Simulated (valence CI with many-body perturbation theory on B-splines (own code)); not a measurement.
# Assign the levels of I¹³⁺

Level of theory: relativistic CI+MBPT: four valence electrons over a frozen Dirac-Fock core [Kr], a basis of 7 s, 7 p, 8 d, 6 f, 4 g, 1 h functions for each j, with the one-electron correlation potential Σ1, the two-electron term Σ2, the three-electron term Σ3, Breit, model QED; selected CI, second order for the rest, scaled by the run's own slope (own B-spline code, finite nucleus).

No measured levels were compared; by estimate terms of the open shell hold to 2 to 4 % of their energy, and close levels can change places. Excitations out of the core, of the other parity, are not computed and may begin above about 60.5 eV (a cautious bound); beyond it only levels of the ground parity were kept, without lifetimes.

```
No.  J  Parity  E (cm⁻¹)      g
  2  1    even      6255  1.498
  3  2    even     12289  1.481
  4  3    even     17433  1.466
  5  4    even     21474  1.427
  9  5    even     45161  1.070
 10  2    even     46547  0.790
 11  1    even     47019  1.386
 12  6    even     49191  1.127
 18  5    even     65774  1.162
 20  6    even     69966  1.038
 21  1    even     70254  0.627
```

Energies count from the lowest level. Strongly mixed levels and levels close to another of their J and parity, and those with J = 0 are left out, so the numbers can have gaps.

Problem. Give configuration and LS term of each level.

Solution. 2: 4d4 5D; 3: 4d4 5D; 4: 4d4 5D; 5: 4d4 5D; 9: 4d4 3H; 10: 4d4 3F; 11: 4d4 3P; 12: 4d4 3H; 18: 4d4 3G; 20: 4d4 1I; 21: 4d4 3D.
